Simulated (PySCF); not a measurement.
# Excitation energy of I+ by level of theory

I+ [Kr] 4d10 5s2 5p4 (3P) → I+ [Kr] 4d10 5s1 5p5 (3P), as a difference of total energies. All numbers are calculated (PySCF 2.14, the spin-free X2C one-electron Hamiltonian (Gaussian nucleus), in aug-cc-pVQZ-DK3 (9s8p6d3f2g, 102 functions)). Correlated levels: valence: [Kr] 4d10 frozen. The calculations carry no spin-orbit coupling.

| method | excitation energy (eV) |
| --- | --- |
| UHF | 12.022 |
| MP2 (valence) | 11.074 |
| SCS-MP2 (valence) | 10.947 |
| CCSD (valence) | 10.224 |
| CCSD(T) (valence) | 9.784 |

Question: How much does correlation contribute at CCSD(T) (valence)?

Answer: 9.784 − (12.022) = -2.238 eV, measured against UHF.

Errors of the correlated levels include the incompleteness of this basis and the frozen core.

The coupled-cluster amplitudes are large for the upper state (T1 above 0.03 or a double amplitude above 0.15), so a single reference is strained.

For comparison: 9.986 eV (measured; NIST levels, between the centres of gravity of the two terms).
